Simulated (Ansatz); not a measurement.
Ansatz (a first-principles code) input (B3LYP/6-31G* with LANL2DZ past Ar): The .json file joins the Basis Set Exchange's 6-31G* for atoms up to Ar and LANL2DZ past it.

Ansatz 0.2 input:
```yaml
crystal:
  periodic: [false, false, false]
  atoms:
    - {symbol: V, position_ang: [0.20098400, -0.19904700, 0.20725000]}
    - {symbol: O, position_ang: [0.76014800, 0.45450400, -1.15355600]}
    - {symbol: O, position_ang: [-1.33797600, 0.11775500, 0.55771300]}
basis:
  gaussian:
    orbitals: 6-31Gs+LANL2DZ.json
hamiltonian:
  xc: {name: B3LYP}
magnetization: {spin_polarized: true, initial_magnetization: 1}
relax: {f_tol: 0.003, max_steps: 120}
```

Output:

```
Functional definition: B3LYP
integrals: 0.01 GiB planned
608 factors; integrals over basis functions are off by at most 1.8e-4 eV
mean field: 0.20 GiB planned
mean field evaluation 1: about -6021.8488 eV, gradient 6.1e1 eV
mean field evaluation 2: about -5636.1693 eV, gradient 2.7e2 eV
mean field evaluation 4: about -6034.1906 eV, gradient 1.2e1 eV
mean field evaluation 8: about -6034.8497 eV, gradient 1.2e-1 eV
mean field evaluation 16: about -6034.8740 eV, gradient 1.9e-3 eV
mean field evaluation 32: about -6034.8729 eV, gradient 3.8e-1 eV
mean field -6034.87395410 eV, -221.7775272286 hartree, gradient 9.0e-6 eV, S^2 0.764956; 3 other end points of the search recorded, 0 dependent functions left out
the calculation of the forces begins
reference -6034.87424980 eV, -221.7775380953 hartree; 15, 14 occupied and 37, 38 virtual orbitals, 608 factors
relax step   1: F+E_penalty+E_count = -6034.87395410 eV  Δ(F+E_penalty+E_count) = +0.000e0 eV  max|allowed force component| = 2.531e-1 eV/Å  Δτ_max = 0.0000 Å  (93 SCF iters, accepted)
these checks for a lower state are left out or cut short: starts, cluster_reference, orbital_swaps, neighbouring_geometries, increment
integrals: 0.01 GiB planned
608 factors; integrals over basis functions are off by at most 1.8e-4 eV
mean field: 0.20 GiB planned
mean field -6034.87597805 eV, -221.7776016076 hartree, gradient 5.5e-6 eV, S^2 0.765530; 0 other end points of the search recorded, 0 dependent functions left out
the calculation of the forces begins
reference -6034.87627396 eV, -221.7776124820 hartree; 15, 14 occupied and 37, 38 virtual orbitals, 608 factors
relax step   2: F+E_penalty+E_count = -6034.87597805 eV  Δ(F+E_penalty+E_count) = -2.024e-3 eV  max|allowed force component| = 9.470e-2 eV/Å  Δτ_max = 0.0053 Å  (61 SCF iters, accepted)
these checks for a lower state are left out or cut short: starts, cluster_reference, orbital_swaps, neighbouring_geometries, increment
integrals: 0.01 GiB planned
608 factors; integrals over basis functions are off by at most 1.8e-4 eV
mean field: 0.20 GiB planned
mean field evaluation 64: about -6034.8766 eV, gradient 6.2e-6 eV
mean field -6034.87661597 eV, -221.7776250504 hartree, gradient 6.2e-6 eV, S^2 0.765896; 0 other end points of the search recorded, 0 dependent functions left out
the calculation of the forces begins
reference -6034.87691160 eV, -221.7776359150 hartree; 15, 14 occupied and 37, 38 virtual orbitals, 608 factors
relax step   3: F+E_penalty+E_count = -6034.87661597 eV  Δ(F+E_penalty+E_count) = -6.379e-4 eV  max|allowed force component| = 2.954e-2 eV/Å  Δτ_max = 0.0059 Å  (67 SCF iters, accepted)
these checks for a lower state are left out or cut short: starts, cluster_reference, orbital_swaps, neighbouring_geometries, increment
integrals: 0.01 GiB planned
608 factors; integrals over basis functions are off by at most 1.8e-4 eV
mean field: 0.20 GiB planned
mean field -6034.87667189 eV, -221.7776271058 hartree, gradient 7.5e-6 eV, S^2 0.765861; 0 other end points of the search recorded, 0 dependent functions left out
the calculation of the forces begins
reference -6034.87696728 eV, -221.7776379608 hartree; 15, 14 occupied and 37, 38 virtual orbitals, 608 factors
relax step   4: F+E_penalty+E_count = -6034.87667189 eV  Δ(F+E_penalty+E_count) = -5.593e-5 eV  max|allowed force component| = 1.411e-2 eV/Å  Δτ_max = 0.0020 Å  (61 SCF iters, accepted)
these checks for a lower state are left out or cut short: starts, cluster_reference, orbital_swaps, neighbouring_geometries, increment
integrals: 0.01 GiB planned
608 factors; integrals over basis functions are off by at most 1.8e-4 eV
mean field: 0.20 GiB planned
mean field -6034.87667808 eV, -221.7776273332 hartree, gradient 4.7e-6 eV, S^2 0.765819; 0 other end points of the search recorded, 0 dependent functions left out
the calculation of the forces begins
reference -6034.87697336 eV, -221.7776381843 hartree; 15, 14 occupied and 37, 38 virtual orbitals, 608 factors
relax step   5: F+E_penalty+E_count = -6034.87667808 eV  Δ(F+E_penalty+E_count) = -6.190e-6 eV  max|allowed force component| = 2.130e-4 eV/Å  Δτ_max = 0.0007 Å  (61 SCF iters, accepted)
integrals: 0.01 GiB planned
608 factors; integrals over basis functions are off by at most 1.8e-4 eV
mean field: 0.20 GiB planned
mean field evaluation 96: about -6034.8147 eV, gradient 3.1e0 eV
mean field -6034.87667808 eV, -221.7776273332 hartree, gradient 4.7e-6 eV, S^2 0.765819; 4 other end points of the search recorded, 0 dependent functions left out
the calculation of the forces begins
reference -6034.87697336 eV, -221.7776381843 hartree; 15, 14 occupied and 37, 38 virtual orbitals, 608 factors
Total energy: -6034.87697336 eV, -221.7776381843 hartree
Atom 0 at     0.208312    -0.206305     0.214807 Å, force     0.000207    -0.000205     0.000213 eV/Å
Atom 1 at     0.750584     0.457186    -1.152522 Å, force    -0.000018     0.000116    -0.000176 eV/Å
Atom 2 at    -1.335740     0.122331     0.549122 Å, force    -0.000188     0.000089    -0.000037 eV/Å
Dipole moment:     0.681184    -0.674619     0.702421 e Å
```

The geometry given is a B3LYP-D3(BJ)/def2-TZVP minimum.
